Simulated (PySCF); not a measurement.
GeSe, SMILES [Ge]=[Se] (connectivity only; charge and spin as stated), neutral, multiplicity 1. The structure is a stationary point at B3LYP-D3(BJ)/def2-TZVP.

The numbers are results of B3LYP-D3(BJ)/def2-TZVP run with PySCF, not measurements.

Harmonic wavenumbers (cm⁻¹): 405. Rotational constants (GHz): 2.871 (linear); symmetry number 1.

Question: Work out the zero-point energy and the ideal-gas rigid-rotor harmonic-oscillator thermochemistry at 298.15 K and 1 atm.

Answer: ZPE = ½ Σ hcν = ½ × 405 cm⁻¹ = 2.42 kJ/mol. H − E(el) = 11.90 kJ/mol. Entropy in J/(mol K): translation 171.37, rotation 72.17, vibration 3.96, total 247.49. G − E(el) = -61.89 kJ/mol. Cp = 35.21 J/(mol K).
